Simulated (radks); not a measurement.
The numbers below are computed, except where a source is named.
Numerical settings for neutral tellurium, [Kr] 4d10 5s2 5p4. Level of theory: scalar-relativistic Kohn-Sham, r2SCAN, spin-polarised, spherical densities, finite nucleus; open shells are filled with parallel spins first (spin-orbit coupling, left out, can overturn this in heavy ions); meta-GGA in the generalised Kohn-Sham scheme; Fermi nuclear charge, rms radius 4.7423 fm (a radial shooting solver on a logarithmic mesh with Libxc functionals). The defaults (mesh step 0.008 in ln r, mesh end at 40 bohr or more with all orbitals vanishing there, Anderson mixing 0.5 over 9 steps, residual threshold near 1e-9 with the energy settled to 1e-9 hartree or 1e-11 of itself, here a cap of 57 iterations) give E = -6795.213 hartree and 5p at -5.158 eV in 12 iterations. Run on one thread of a shared host, so times are rough (Arm Neoverse V2): 0.19 s of CPU time, 0.19 s wall, 12 iterations on 2437 mesh points. Changes against that run (0 stands for a change within the tolerance of the run):

| setting | iterations | converged | E (mhartree) | e(5p) (meV) | CPU (s) |
|---|---|---|---|---|---|
| mesh step in ln r 0.12 | 2 | no | diverged | - | 0.01 |
| mesh step in ln r 0.005 | 12 | yes | 0 | -0.0201 | 0.3 |
| mesh step in ln r 0.05 | 11 | yes | +3.76 | +0.0403 | 0.04 |
| mesh end (bohr) 12 | 12 | yes | +0.0087 | +0.929 | 0.18 |
| mesh end (bohr) 8 | 11 | yes | +1.88 | +97.2 | 0.16 |
| residual threshold 0.01 | 10 | yes | 0 | +0.0309 | 0.17 |
| residual threshold 0.1 | 10 | yes | 0 | +0.0309 | 0.17 |
| mixing 2.5 | 15 | yes | 0 | +0.0519 | 0.23 |
| linear mixing, mixing 0.8 | 57 | no | +0.00767 | +0.0393 | 0.64 |
| linear mixing, mixing 1 | 21 | no | diverged | - | 0.36 |
| mixing history 20 | 12 | yes | 0 | +0.00725 | 0.19 |
| iteration cap 5 | 5 | no | +0.0526 | +32.8 | 0.1 |

Settings that end as converged yet miss the energy by more than 1 mhartree: mesh step in ln r 0.05 (+0.00376 hartree); mesh end (bohr) 8 (+0.00188 hartree). A mesh that ends early acts as a hard wall.
